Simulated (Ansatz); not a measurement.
One change: `[O]=[W]([OH])([Cl])([Cl])[Cl]` becomes `[O]=[W]([OH])([OH])([Cl])[Cl]`.

Ansatz, PBE0-D4/def2-TZVP geometries, multiplicity 1. Each molecule was computed in one conformer, which needn't be the lowest.

Elements past krypton have def2 core potentials.

```csv
property,`[O]=[W]([OH])([Cl])([Cl])[Cl]`
HOMO energy (ωB97M-V/def2-TZVPP) / eV,-10.99
HOMO energy (PBE0/def2-TZVPP) / eV,-8.79
HOMO–LUMO gap (PBE0/def2-TZVPP) / eV,4.64
HOMO–LUMO gap (ωB97M-V/def2-TZVPP) / eV,8.89
HOMO energy (PBE/def2-TZVPP) / eV,-7.40
size of the dipole moment (ωB97M-V/def2-TZVPP) / D,2.74
```

Task: What does the change do to each property? (An estimate is asked.)

Result: Computed: 
```json
{"property": "HOMO energy (ωB97M-V/def2-TZVPP) / eV", "`[O]=[W]([OH])([OH])([Cl])[Cl]`": "-11.18", "shift": "-0.19"}
{"property": "HOMO energy (PBE0/def2-TZVPP) / eV", "`[O]=[W]([OH])([OH])([Cl])[Cl]`": "-8.89", "shift": "-0.10"}
{"property": "HOMO–LUMO gap (PBE0/def2-TZVPP) / eV", "`[O]=[W]([OH])([OH])([Cl])[Cl]`": "5.51", "shift": "0.87"}
{"property": "HOMO–LUMO gap (ωB97M-V/def2-TZVPP) / eV", "`[O]=[W]([OH])([OH])([Cl])[Cl]`": "9.93", "shift": "1.04"}
{"property": "HOMO energy (PBE/def2-TZVPP) / eV", "`[O]=[W]([OH])([OH])([Cl])[Cl]`": "-7.41", "shift": "-0.01"}
{"property": "size of the dipole moment (ωB97M-V/def2-TZVPP) / D", "`[O]=[W]([OH])([OH])([Cl])[Cl]`": "2.48", "shift": "-0.26"}
```

With PBE0 the HOMO falls by 0.10 eV and the LUMO rises by 0.77 eV, so the gap widens by about 0.87 eV. PBE moves the HOMO by -0.01 eV and ωB97M-V by -0.19 eV. Dipoles are sizes alone; their direction can turn.
